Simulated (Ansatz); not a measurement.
Ansatz (a quantum-chemistry and plane-wave program) input (B3LYP-D3(BJ)/def2-TZVP):

Ansatz 0.2 input:
```yaml
crystal:
  periodic: [false, false, false]
  atoms:
    - {symbol: Lu, position_ang: [0.21004410, -0.00369747, 0.26207633]}
    - {symbol: Cl, position_ang: [1.22691903, 0.36887417, -1.87704844]}
    - {symbol: Cl, position_ang: [-2.10416203, -0.35343178, 0.78249436]}
basis:
  gaussian:
    orbitals: def2-TZVP
hamiltonian:
  xc: b3lyp
  dispersion: d3bj
magnetization: {spin_polarized: true, initial_magnetization: 1}
phonons: {temperatures: {t_min: 298.15, t_max: 298.15, t_step: 100}}
```

Output:

```
Functional definition: B3LYP
integrals: 0.13 GiB planned
1365 factors; their error is unknown
mean field: 1.52 GiB planned
mean field evaluation 1: about -58689.6762 eV, gradient 2.7e1 eV
mean field evaluation 2: about -58682.7641 eV, gradient 7.1e1 eV
mean field evaluation 4: about -58692.0687 eV, gradient 2.3e0 eV
mean field evaluation 8: about -58692.0805 eV, gradient 8.1e-2 eV
mean field evaluation 16: about -58692.2279 eV, gradient 6.3e-5 eV
mean field -58692.22792694 eV, -2156.8995932942 hartree, gradient 6.3e-5 eV, S^2 0.750474; 0 other end points of the search recorded, 0 dependent functions left out
the calculation of the forces begins
reference -58692.22815777 eV, -2156.8996017769 hartree; 39, 38 occupied and 131, 132 virtual orbitals, 1365 factors
these checks for a lower state are left out or cut short: stability, starts, cluster_reference, orbital_swaps, neighbouring_geometries, increment
integrals: 0.13 GiB planned
1365 factors; their error is unknown
mean field: 1.52 GiB planned
mean field -58692.22790214 eV, -2156.8995923826 hartree, gradient 2.3e-6 eV, S^2 0.750474; 0 other end points of the search recorded, 0 dependent functions left out
the calculation of the forces begins
reference -58692.22813298 eV, -2156.8996008660 hartree; 39, 38 occupied and 131, 132 virtual orbitals, 1365 factors
these checks for a lower state are left out or cut short: stability, starts, cluster_reference, orbital_swaps, neighbouring_geometries, increment
integrals: 0.13 GiB planned
1365 factors; their error is unknown
mean field: 1.52 GiB planned
mean field evaluation 32: about -58692.2279 eV, gradient 2.5e-6 eV
mean field -58692.22790068 eV, -2156.8995923290 hartree, gradient 2.5e-6 eV, S^2 0.750474; 0 other end points of the search recorded, 0 dependent functions left out
the calculation of the forces begins
reference -58692.22813149 eV, -2156.8996008111 hartree; 39, 38 occupied and 131, 132 virtual orbitals, 1365 factors
these checks for a lower state are left out or cut short: stability, starts, cluster_reference, orbital_swaps, neighbouring_geometries, increment
integrals: 0.13 GiB planned
1365 factors; their error is unknown
mean field: 1.52 GiB planned
mean field -58692.22795450 eV, -2156.8995943068 hartree, gradient 2.4e-6 eV, S^2 0.750474; 0 other end points of the search recorded, 0 dependent functions left out
the calculation of the forces begins
reference -58692.22818535 eV, -2156.8996027903 hartree; 39, 38 occupied and 131, 132 virtual orbitals, 1365 factors
these checks for a lower state are left out or cut short: stability, starts, cluster_reference, orbital_swaps, neighbouring_geometries, increment
integrals: 0.13 GiB planned
1365 factors; their error is unknown
mean field: 1.52 GiB planned
mean field -58692.22788461 eV, -2156.8995917383 hartree, gradient 2.1e-6 eV, S^2 0.750474; 0 other end points of the search recorded, 0 dependent functions left out
the calculation of the forces begins
reference -58692.22811541 eV, -2156.8996002203 hartree; 39, 38 occupied and 131, 132 virtual orbitals, 1365 factors
these checks for a lower state are left out or cut short: stability, starts, cluster_reference, orbital_swaps, neighbouring_geometries, increment
integrals: 0.13 GiB planned
1365 factors; their error is unknown
mean field: 1.52 GiB planned
mean field -58692.22789111 eV, -2156.8995919775 hartree, gradient 2.3e-6 eV, S^2 0.750474; 0 other end points of the search recorded, 0 dependent functions left out
the calculation of the forces begins
reference -58692.22812192 eV, -2156.8996004593 hartree; 39, 38 occupied and 131, 132 virtual orbitals, 1365 factors
these checks for a lower state are left out or cut short: stability, starts, cluster_reference, orbital_swaps, neighbouring_geometries, increment
integrals: 0.13 GiB planned
1365 factors; their error is unknown
mean field: 1.52 GiB planned
mean field evaluation 64: about -58692.2279 eV, gradient 2.3e-6 eV
mean field -58692.22793118 eV, -2156.8995934497 hartree, gradient 2.3e-6 eV, S^2 0.750474; 0 other end points of the search recorded, 0 dependent functions left out
the calculation of the forces begins
reference -58692.22816203 eV, -2156.8996019334 hartree; 39, 38 occupied and 131, 132 virtual orbitals, 1365 factors
Total energy: -58692.36711631 eV, -2156.9047084093 hartree
Atom 0 at     0.210044    -0.003697     0.262076 Å, force    -0.001111     0.000020    -0.001386 eV/Å
Atom 1 at     1.226919     0.368874    -1.877048 Å, force    -0.000787    -0.000301     0.001765 eV/Å
Atom 2 at    -2.104162    -0.353432     0.782494 Å, force     0.001898     0.000281    -0.000379 eV/Å
Dipole moment:     0.359112    -0.006322     0.448071 e Å
Vibrations: 52.53 332.60 340.71 cm⁻¹, zero-point energy 0.044997 eV
```

The spin state was set by rule; other spins were not relaxed.
